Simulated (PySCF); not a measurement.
FH3MgSi.

```xyz
6

Mg     0.0000     0.0000     0.7715
F      0.0000     0.0000     2.5277
Si     0.0000     0.0000    -1.7832
H      1.1967     0.6909    -2.3471
H      0.0000    -1.3819    -2.3471
H     -1.1967     0.6909    -2.3471
```

The structure is a stationary point at PBE0-D3(BJ)/def2-TZVP.

Calculation: HF/pcSseg-2 in PySCF. Non-relativistic, no solvent.

### Question
Give the absolute GIAO shielding of each atom: isotropic value and principal components (ppm). (The exact figures need the calculation; the answer reports its results.)

### Answer

```
atom  σ(iso)    σ11    σ22    σ33   span
----  ------  -----  -----  -----  -----
Mg1    526.7  435.2  435.2  709.7  274.5
F2     408.8  369.4  369.4  487.5  118.2
Si3    516.7  496.5  526.8  526.8   30.3
H4      28.9   26.0   26.3   34.3    8.3
H5      28.9   26.0   26.3   34.3    8.3
H6      28.9   26.0   26.3   34.3    8.3
```
